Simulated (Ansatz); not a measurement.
A CCSD(T) single point on F2H3NSSi, SMILES `N[Si](F)(F)S`.

```yaml
crystal:
  periodic: [false, false, false]
  atoms:
    - {symbol: N, position_ang: [0.464916, 1.231117, 0.449734]}
    - {symbol: Si, position_ang: [-0.123805, -0.106769, -0.375031]}
    - {symbol: F, position_ang: [0.920984, -0.886328, -1.284661]}
    - {symbol: F, position_ang: [-1.200493, 0.440661, -1.401767]}
    - {symbol: S, position_ang: [-0.883401, -1.490779, 1.017164]}
    - {symbol: H, position_ang: [0.440839, 2.155494, 0.054049]}
    - {symbol: H, position_ang: [1.078144, 1.152597, 1.241933]}
    - {symbol: H, position_ang: [-0.604984, -2.553194, 0.242779]}
basis:
  gaussian: {orbitals: def2-TZVPP}
correlation: {method: ccsd_t}
output: {orbitals: {seedname: orbitals}}
```

```sh
$ ansatz run in.yaml --threads 4 --pin off --events-out ev --progress --plain --max-ram 10444MiB
```

The program prints (abridged):

```
Functional definition: HF
1320 factors; integrals over basis functions are off by at most 9.4e-4 eV
mean field evaluation 1: about -25626.3692 eV, gradient 4.6e1 eV
mean field evaluation 2: about -25626.5968 eV, gradient 4.7e1 eV
mean field evaluation 4: about -25630.4189 eV, gradient 3.0e0 eV
mean field evaluation 8: about -25630.4766 eV, gradient 3.0e-1 eV
mean field -25630.47696987 eV, -941.9026556815 hartree, gradient 5.7e-6 eV, S^2 0.000000; 0 other end points of the search recorded, 0 dependent functions left out
13 core orbitals not correlated: weight in the atoms' cores, before any rotation towards them, 1.000 or more for the frozen orbitals, at most 0.000 for the correlated occupied ones
reference -25630.47696987 eV, -941.9026556815 hartree; 16, 16 occupied and 190, 190 virtual orbitals, 1320 factors
second order -27.23966102 eV of doubles, -0.00000000 eV of singles
cycle   1  -27.36222690 eV  change   -1.2e-1 eV  update   1.0e-1
cycle   2  -27.89646185 eV  change   -5.3e-1 eV  update   2.9e-2
cycle   3  -28.01811448 eV  change   -1.2e-1 eV  update   1.4e-2
cycle   4  -28.00455101 eV  change    1.4e-2 eV  update   2.9e-3
cycle   5  -28.00265263 eV  change    1.9e-3 eV  update   1.1e-3
cycle   6  -28.00317788 eV  change   -5.3e-4 eV  update   3.4e-4
cycle   7  -28.00294689 eV  change    2.3e-4 eV  update   1.1e-4
cycle   8  -28.00288757 eV  change    5.9e-5 eV  update   3.3e-5
cycle   9  -28.00289755 eV  change   -1.0e-5 eV  update   1.3e-5
perturbative correction -0.96503196 eV, -0.0354642704 hartree
Total energy: -25659.44489938 eV, -942.9672074559 hartree
```

Run time 82 s (4 threads of an Arm Neoverse V1 on a shared host); peak host memory 3.3 GiB.

Correlation energy per correlated electron: -0.905 eV. T1 diagnostic: 0.0111.
